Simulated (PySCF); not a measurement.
Species: C3H10GeO2Si.
Geometry (PBE0-D3(BJ)/def2-SVP, Å), atoms numbered from 1 in this order:
```xyz
17
C3H10GeO2Si angstrom
C      2.467    0.745    0.920
O      1.216    0.401    0.339
C      1.252   -0.176   -0.876
O      2.276   -0.391   -1.469
Si    -0.518   -0.643   -1.481
C     -1.808    0.507   -0.761
Ge    -1.856    0.642    1.201
H      3.004    1.466    0.286
H      2.240    1.190    1.896
H      3.098   -0.147    1.043
H     -0.748   -2.048   -1.027
H     -0.483   -0.604   -2.971
H     -2.801    0.162   -1.095
H     -1.670    1.520   -1.172
H     -0.948    1.776    1.700
H     -1.432   -0.691    1.846
H     -3.306    0.952    1.633
```

Theory: core-valence-separated Tamm–Dancoff BHandHLYP/aug-pcX-1 (pcseg-1 on H, def2-SVPD on Ge, def2-SVPD on Si) in PySCF, non-relativistic, gas phase, PBE0-D3(BJ)/def2-SVP geometry. The energies are unshifted.

The lowest roots of each edge with f over 0.003 (five at most, numbered afresh; weaker and dark ones are left out), with transition dipoles (au) in the frame of the coordinates:

| root | edge | E (eV) | μx | μy | μz |
| --- | --- | --- | --- | --- | --- |
| 1 | C | 284.42 | 0.0069 | -0.0960 | 0.0459 |
| 2 | C | 285.60 | -0.0114 | 0.0080 | -0.0678 |
| 3 | C | 285.85 | -0.0537 | -0.0275 | 0.0039 |
| 4 | C | 285.91 | 0.0038 | -0.0494 | -0.0077 |
| 5 | C | 286.44 | 0.0252 | -0.0255 | -0.0298 |
| 6 | O | 529.10 | 0.0032 | -0.0538 | 0.0250 |
| 7 | O | 532.54 | -0.0017 | 0.0358 | -0.0174 |
| 8 | O | 534.09 | 0.0107 | 0.0061 | 0.0137 |
| 9 | O | 534.67 | -0.0378 | -0.0089 | -0.0155 |
| 10 | O | 535.12 | 0.0138 | 0.0050 | 0.0065 |

Problem. What are the oscillator strengths?

Solution. f = (2/3) ΔE |μ|², with ΔE in hartree (27.2114 eV):

```json
{"root": "1", "ΔE (Eh)": "10.4522", "|μ|² (au)": "0.011370", "f": "0.079", "core hole on": "C3"}
{"root": "2", "ΔE (Eh)": "10.4956", "|μ|² (au)": "0.004791", "f": "0.034", "core hole on": "C6"}
{"root": "3", "ΔE (Eh)": "10.5047", "|μ|² (au)": "0.003655", "f": "0.026", "core hole on": "C6"}
{"root": "4", "ΔE (Eh)": "10.5070", "|μ|² (au)": "0.002514", "f": "0.018", "core hole on": "C6"}
{"root": "5", "ΔE (Eh)": "10.5263", "|μ|² (au)": "0.002173", "f": "0.015", "core hole on": "C6"}
{"root": "6", "ΔE (Eh)": "19.4441", "|μ|² (au)": "0.003530", "f": "0.046", "core hole on": "O4"}
{"root": "7", "ΔE (Eh)": "19.5704", "|μ|² (au)": "0.001587", "f": "0.021", "core hole on": "O2"}
{"root": "8", "ΔE (Eh)": "19.6273", "|μ|² (au)": "0.000339", "f": "0.004", "core hole on": "O4"}
{"root": "9", "ΔE (Eh)": "19.6488", "|μ|² (au)": "0.001748", "f": "0.023", "core hole on": "O2"}
{"root": "10", "ΔE (Eh)": "19.6652", "|μ|² (au)": "0.000258", "f": "0.003", "core hole on": "O4"}
```

Problem. Molecules are fixed in this frame and the field points along x. What effective strengths 3 f cos²θ do the roots have (θ between field and μ)?

Solution. root 1 (C3): 0.001, root 2 (C6): 0.003, root 3 (C6): 0.061, root 4 (C6): 0.000, root 5 (C6): 0.013, root 6 (O4): 0.000, root 7 (O2): 0.000, root 8 (O4): 0.004, root 9 (O2): 0.056, root 10 (O4): 0.007. Averaged over all orientations cos²θ is 1/3, which gives f back.

 The BHandHLYP/aug-pcX-1 (pcseg-1 on H, def2-SVPD on Ge, def2-SVPD on Si) calculation is non-relativistic and has no spin–orbit coupling, an omission that weighs most on germanium.

One conformer stands for the species.
